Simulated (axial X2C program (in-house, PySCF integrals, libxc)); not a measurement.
**Spin–orbit effects down a group: molecules with Li, HF**

Calculated with an in-house relativistic program for diatomic molecules, spin-free (one-electron X2C) or two-component (2c: spin–orbit coupling with atomic mean-field Coulomb and Gaunt terms, which also bring small scalar terms), in Dyall basis sets with cores contracted in-house; open shells are unrestricted.

Basis sets: C dyall-v3z, Ge dyall-cv3z, Li dyall-cv3z, Si dyall-v3z, Sn dyall-cv3z.

```json
{"molecule": "LiC", "spin-free state": "M_S = 3/2, Λ = 0", "Re (Å)": "1.881", "ωe (cm⁻¹)": "715.4", "De (eV)": "1.95", "2c state": "Ω = 3/2", "Re 2c (Å)": "1.881", "ωe 2c (cm⁻¹)": "715.3", "De 2c (eV)": "1.95"}
{"molecule": "LiSi", "spin-free state": "M_S = 3/2, Λ = 0", "Re (Å)": "2.393", "ωe (cm⁻¹)": "445.6", "De (eV)": "1.27", "2c state": "Ω = 3/2", "Re 2c (Å)": "2.393", "ωe 2c (cm⁻¹)": "445.5", "De 2c (eV)": "1.26"}
{"molecule": "LiGe", "spin-free state": "M_S = 3/2, Λ = 0", "Re (Å)": "2.429", "ωe (cm⁻¹)": "400.1", "De (eV)": "1.19", "2c state": "Ω = 3/2", "Re 2c (Å)": "2.430", "ωe 2c (cm⁻¹)": "399.4", "De 2c (eV)": "n/a"}
{"molecule": "LiSn", "spin-free state": "M_S = 3/2, Λ = 0", "Re (Å)": "2.622", "ωe (cm⁻¹)": "359.0", "De (eV)": "1.07", "2c state": "Ω = 3/2", "Re 2c (Å)": "2.626", "ωe 2c (cm⁻¹)": "357.2", "De 2c (eV)": "n/a"}
```

(1) Work out the shifts from the spin-free to the two-component result.

Each entry is the lowest single determinant of a limited PBE0 search at one distance. De goes to single-determinant-based atoms at the same level (for ions the charge split of lowest energy) and is withheld (n/a) where an atom does not fit its ground term or J level. Main or longest-lived isotopes. One determinant is a doubtful description, or other states lie close, for LiC, LiSi, LiGe, LiSn; these need not be ground states, and all values refer to the states named. With several unpaired electrons the Ω given is that of one determinant, not necessarily of the lowest component. Some light 2c atoms are not at their ground J level, so De misses part of their lowering (0.04 eV or less).

## Answers

(1) 

```json
{"molecule": "LiC", "2c state": "Ω = 3/2", "ΔRe (Å)": "0.000", "Δωe (cm⁻¹)": "-0.1", "ΔDe (eV)": "0.00"}
{"molecule": "LiSi", "2c state": "Ω = 3/2", "ΔRe (Å)": "0.000", "Δωe (cm⁻¹)": "-0.1", "ΔDe (eV)": "-0.01"}
{"molecule": "LiGe", "2c state": "Ω = 3/2", "ΔRe (Å)": "0.001", "Δωe (cm⁻¹)": "-0.7", "ΔDe (eV)": "n/a"}
{"molecule": "LiSn", "2c state": "Ω = 3/2", "ΔRe (Å)": "0.004", "Δωe (cm⁻¹)": "-1.8", "ΔDe (eV)": "n/a"}
```

Shifts of one unit in the last digit are rounding.
